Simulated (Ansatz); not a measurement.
Species: [Zn(F)2] (charge 0, multiplicity 1), formula F2Zn.

Question: How many basis functions does frozen-core CCSD(T)/def2-TZVPP // TPSS-D3(BJ)/def2-SVP (Ansatz, a quantum-chemistry and plane-wave program) use, how many core orbitals are frozen, and how many electrons are correlated?

Answer: 126 basis functions and 7 frozen orbitals, which leaves 34 correlated electrons. Core time is of the order of seconds.
